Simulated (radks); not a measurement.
All-electron atom: Xe5+ in [Kr] 4d10 5s2 5p1. Calculated with a radial shooting solver on a logarithmic mesh with Libxc functionals: scalar-relativistic Kohn-Sham, PBEsol, spin-polarised, spherical densities, point nucleus; open shells are filled with parallel spins first (spin-orbit coupling, left out, can overturn this in heavy ions).

Unscreened Slater integrals over Kohn-Sham orbitals (eV). They are taken over the spin-up orbitals. Empty in this configuration: 4f.

integral     value
F0(5p,5p)   13.059
F2(5p,5p)   7.1530
F0(5p,5s)   13.752
G1(5p,5s)   9.3343
F0(5p,4d)   16.055
F2(5p,4d)   4.9406
G1(5p,4d)   1.5554
G3(5p,4d)   1.4911
F0(5p,4p)   16.328
F2(5p,4p)   4.3980
G0(5p,4p)  0.90511
G2(5p,4p)   1.1753
F0(5p,4f)   14.346
F2(5p,4f)   6.3055
G2(5p,4f)   4.4867
G4(5p,4f)   3.2976
F0(5s,5s)   14.622
F0(5s,4d)   17.657
G2(5s,4d)   2.2454
F0(5s,4p)   18.001
G1(5s,4p)   1.4177
F0(5s,4f)   15.457
G3(5s,4f)   4.4577
F0(4d,4d)   28.269
F2(4d,4d)   14.365
F4(4d,4d)   9.5634
F0(4d,4p)   29.971
F2(4d,4p)   15.304
G1(4d,4p)   19.484
G3(4d,4p)   12.110
F0(4d,4f)   21.081
F2(4d,4f)   9.2545
F4(4d,4f)   5.6982
G1(4d,4f)   10.770
G3(4d,4f)   6.5339
G5(4d,4f)   4.5578
F0(4p,4p)   32.039
F2(4p,4p)   16.826
F0(4p,4f)   21.865
F2(4p,4f)   9.2125
G2(4p,4f)   7.5020
G4(4p,4f)   5.0586
F0(4f,4f)   17.249
F2(4f,4f)   7.9244
F4(4f,4f)   4.9157
F6(4f,4f)   3.5204

Derived for the open shells (J is the average intra-shell exchange parameter used in DFT+U). 5p: J = F2/5 = 1.431 eV.
